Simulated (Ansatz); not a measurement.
`O[SiH](F)[NH][GeH3]` and `C=N[SiH](O)F` differ in one atom or group.

Ansatz, PBE0-D4/def2-TZVP geometries, multiplicity 1. Each molecule was computed in one conformer, which needn't be the lowest.

Scalar relativity is left out up to krypton.

| property | `O[SiH](F)[NH][GeH3]` |
| --- | --- |
| HOMO–LUMO gap (PBE0/def2-TZVPP) / eV | 7.92 |
| LUMO energy (PBE0/def2-TZVPP) / eV | 0.18 |
| HOMO energy (B3LYP/def2-TZVPP) / eV | -7.50 |
| HOMO energy (ωB97M-V/def2-TZVPP) / eV | -10.05 |
| ideal-gas entropy at 298 K and 1 bar (rigid rotor, harmonic PBE0-D4/def2-TZVP) / J/(mol·K) | 391 |
| size of the dipole moment (PBE/def2-TZVPP) / D | 2.19 |

(1) Give the same properties after the change, and the shifts. (An estimate is asked.)

Answers

(1) Ansatz gave: 
```csv
property,`C=N[SiH](O)F`,shift
HOMO–LUMO gap (PBE0/def2-TZVPP) / eV,6.22,-1.70
LUMO energy (PBE0/def2-TZVPP) / eV,-1.36,-1.54
HOMO energy (B3LYP/def2-TZVPP) / eV,-7.36,0.14
HOMO energy (ωB97M-V/def2-TZVPP) / eV,-9.94,0.11
"ideal-gas entropy at 298 K and 1 bar (rigid rotor, harmonic PBE0-D4/def2-TZVP) / J/(mol·K)",341,-50
size of the dipole moment (PBE/def2-TZVPP) / D,2.08,-0.11
```

With PBE0 the HOMO rises by 0.16 eV and the LUMO falls by 1.54 eV, so the gap narrows by about 1.70 eV. PBE moves the HOMO by 0.23 eV and ωB97M-V by 0.11 eV. The zero-point energy changes by -24.4 kJ/mol with -6 modes. Dipoles are sizes alone; their direction can turn. Modes under 60 cm⁻¹, often nearly free rotors, make the harmonic entropy too high.

B3LYP here is the variant with VWN-RPA as its local correlation; programs differ in this.
